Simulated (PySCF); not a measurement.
# One molecule, several mistakes: CClGeH5Si

These are calculations, not measurements. They come from PySCF 2.14.0, an open-source quantum chemistry program, on an isolated molecule that a program drew, which may never have been made. The molecule is CClGeH5Si (charge 0, singlet), drawn as the SMILES string `[CH3][GeH2][Si]Cl`.

Each row is a Hartree-Fock (HF) and frozen-core CCSD(T) single point in the cc-pV(D+d)Z basis, meant for a local HF minimum. Run 1 is clean. Each other run has one planted mistake out of seven kinds, and not every kind appears here: one electron removed, one electron added, multiplicity raised by two, geometry at a saddle point, minimal basis STO-3G, one bond length entered in bohr, all coordinates scaled. The reference is restricted for singlets and unrestricted otherwise, and also for a bond in bohr. Adding or removing an electron swaps singlet and doublet. Electrons count all cores. HOMO and LUMO are orbital energies over both spins, the gradient is its largest component, and the lowest frequency (negative if imaginary) is given only where the gradient is small. Bond lengths are over the 8 bonds as drawn. T1 is the CCSD diagnostic: over 0.02 (restricted) or 0.045 (unrestricted) a single reference is doubtful. Germanium has the cc-pVDZ-PP basis, with a core potential (ECP10MDF) in place of its 10 inner electrons, and its 3s, 3p and 3d shells are frozen in CCSD(T).

Geometry of the clean run:
```xyz
9
CClGeH5Si, angstrom
C     0.4197   -0.7480   -0.9054
Ge   -1.1803   -1.2519    0.1252
Si   -0.7305   -2.7829    2.0170
Cl    0.9848   -1.7845    2.7470
H     1.1702   -0.3174   -0.2418
H     0.1558   -0.0130   -1.6678
H     0.8467   -1.6233   -1.3984
H    -1.8290    0.0108    0.7273
H    -2.2234   -1.8896   -0.8129
```

```
run  electrons  basis functions  <S^2>  HOMO (eV)  LUMO (eV)  gradient (hartree/bohr)  lowest frequency (cm^-1)  mean bond (Å)  longest bond (Å)      T1  HF (hartree)  CCSD(T) (hartree)                 mistake
  1         74              108  0.000      -8.43       0.08                  7.1e-06                        30         1.6143             2.475  0.0137   -1082.60167        -1083.13876                no fault
  2         74              108  0.000      -8.56      -0.12                  2.1e-02                         -         1.6757             2.569  0.0145   -1082.59170        -1083.13301  all coordinates scaled
  3         73              108  0.777     -15.66      -6.50                  4.6e-02                         -         1.6143             2.475  0.0213   -1082.32780        -1082.84403    one electron removed
  4         74              108  1.122      -8.76       0.24                  1.6e-02                         -         1.7357             2.475  0.0748   -1082.47854        -1083.00849                       ?
  5         74              108  2.016      -7.97      -0.28                  1.3e-02                         -         1.6143             2.475  0.0184   -1082.58239        -1083.09975                       ?
```

**Which mistake was planted in run 4, and what did it cost?**

The mean bond changes by a factor of 1.075 and the longest by 1.000, so the molecule wasn't scaled as a whole. A length L in bohr read as angstrom grows by (1/0.5292 - 1) L = 0.890 L. The 8 bonds together grew by 8 x 0.1214 = 0.971 Å, which gives L = 1.092 Å. That is the length of one of the C-H bonds, 1.091 Å in the clean geometry. So the mistake is: one bond length entered in bohr. Subtracting run 1 and multiplying by 627.51 kcal/mol a hartree, the energy moved by 77.3 kcal/mol in HF and 81.7 kcal/mol in CCSD(T).

**Which mistake was planted in run 5, and what did it cost?**

Electrons, basis and geometry are unchanged, and <S^2> is 2.016, beside S(S+1) = 2.00 for a multiplicity of 3. So the mistake is: multiplicity raised by two. Subtracting run 1 and multiplying by 627.51 kcal/mol a hartree, the energy moved by 12.1 kcal/mol in HF and 24.5 kcal/mol in CCSD(T).

Cautions from the logs. Run 4: T1 is over the limit, so its CCSD(T) energy is less reliable.
